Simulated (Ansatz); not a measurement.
`B/C=C/CO` + H₂ → `BC=C` + CH₃OH at 500 K and 1 bar (hydrogenolysis of a C–C bond).

Program: Ansatz. Geometries: PBE0-D4/def2-TZVP. ΔE: electronic, gas phase. CCSD(T)/CBS is the MP2 limit (def2-TZVPP, def2-QZVPP) plus CCSD(T) − MP2 in def2-TZVPP, frozen cores. This one scheme is used for every species. One conformer a species, not always the lowest.

| species | CCSD(T)/CBS energy (Eh) | H − E (kJ/mol) | S (J/(mol·K)) |
| --- | --- | --- | --- |
| `B/C=C/CO` | -218.28965 | 297.7 | 388.9 |
| H₂ | -1.17544 | 41.0 | 145.5 |
| `BC=C` | -103.86193 | 194.0 | 304.9 |
| CH₃OH | -115.61712 | 157.0 | 265.4 |

H − E and S are ideal-gas, rigid-rotor, harmonic terms from PBE0-D4/def2-TZVP, for one conformer and one mirror image of each species. The MP2-based limit puts H₂ 0.8 mEh under its directly extrapolated value; such offsets cancel only in part. 1 Eh = 2625.50 kJ/mol, R = 8.31446 J/(mol·K).

Task: By hand: ΔE, ΔH, ΔS and ΔG.

Result: ΔE = (-103.86193) + (-115.61712) − (-218.28965) − (-1.17544) = -0.01396 Eh = -36.7 kJ/mol. Δ(H − E) = 194.0 + 157.0 − 297.7 − 41.0 = 12.3, so ΔH = -24.4 kJ/mol. ΔS = 304.9 + 265.4 − 388.9 − 145.5 = 35.9 J/(mol·K). ΔG = -24.4 − 500 × (35.9)/1000 = -42.3 kJ/mol.

Task: By hand: the equilibrium constant, and the temperature at which ΔG would vanish if ΔH and ΔS stayed fixed.

Result: log₁₀ K = −ΔG/(RT ln 10) = 4.4. ΔH and −TΔS have one sign here, so there is no such temperature.

TΔS isn't small against ΔH here. A doubt of 5 kJ/mol in ΔE shifts log₁₀ K by 0.5 here. Other conformers and mirror images would add mixing entropy, several J/(mol·K) or more a flexible species. These are equilibria of isolated gas molecules and say nothing of rates. Largest T1 diagnostic: 0.011 (customary marks: 0.02 for closed shells, 0.045 for open ones).
